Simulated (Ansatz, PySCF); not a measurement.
C5H6O, SMILES O1CC(=C)C=C1. Atoms are numbered in the order given.

```xyz
12

C      0.0308     2.1521     0.0000
C      0.0542     0.8084     0.0000
C      1.1976    -0.0985     0.0000
C      0.7190    -1.3603     0.0000
O     -0.6297    -1.4595     0.0000
C     -1.1555    -0.1158     0.0000
H      0.9575     2.7302     0.0000
H     -0.9097     2.7088     0.0000
H      2.2452     0.1940     0.0000
H      1.2511    -2.3123     0.0000
H     -1.7881     0.0065    -0.8944
H     -1.7881     0.0065     0.8944
```

Geometry: B3LYP-D3(BJ)/def2-SVP. Other conformers were not sampled.

Two levels are set side by side: PBE-D3(BJ)/def2-SVP (Ansatz, a quantum-chemistry and plane-wave program) and B3LYP-D3(BJ)/def2-SVP (Ansatz). Each level has its own optimised geometry; the coordinates shown are those of the second. Frequencies come from the Hessian of PySCF at each geometry. Differences are taken from unrounded values.

```csv
quantity,B3LYP-D3(BJ)
mean bond length (Å),1.253
bond C1–C2 (Å),1.344
bond C2–C3 (Å),1.459
bond C2–C6 (Å),1.522
bond C3–C4 (Å),1.349
bond C4–O5 (Å),1.352
bond O5–C6 (Å),1.443
bond C1–H7 (Å),1.092
bond C1–H8 (Å),1.093
bond C3–H9 (Å),1.088
bond C4–H10 (Å),1.091
bond C6–H11 (Å),1.102
bond C6–H12 (Å),1.102
highest harmonic wavenumber (cm⁻¹),3258
mean harmonic wavenumber (cm⁻¹),1423
zero-point energy (kcal/mol),61.01
```

Task: What does PBE-D3(BJ) give, and how far is it from B3LYP-D3(BJ)? (An estimate is asked for; the answer gives what the named calculation found.)

Result: 
```
quantity                            PBE-D3(BJ)  PBE-D3(BJ) minus B3LYP-D3(BJ)
----------------------------------  ----------  -----------------------------
mean bond length (Å)                     1.260                          0.007
bond C1–C2 (Å)                           1.355                          0.011
bond C2–C3 (Å)                           1.458                         -0.002
bond C2–C6 (Å)                           1.523                          0.001
bond C3–C4 (Å)                           1.361                          0.011
bond C4–O5 (Å)                           1.356                          0.004
bond O5–C6 (Å)                           1.451                          0.008
bond C1–H7 (Å)                           1.100                          0.007
bond C1–H8 (Å)                           1.100                          0.007
bond C3–H9 (Å)                           1.095                          0.008
bond C4–H10 (Å)                          1.099                          0.008
bond C6–H11 (Å)                          1.111                          0.009
bond C6–H12 (Å)                          1.111                          0.009
highest harmonic wavenumber (cm⁻¹)        3195                            -63
mean harmonic wavenumber (cm⁻¹)           1383                            -39
zero-point energy (kcal/mol)             59.32                          -1.69
```

GGA bonds tend to be longer and softer than those of functionals with exact exchange. Differences between two approximate levels are no errors against the true value.
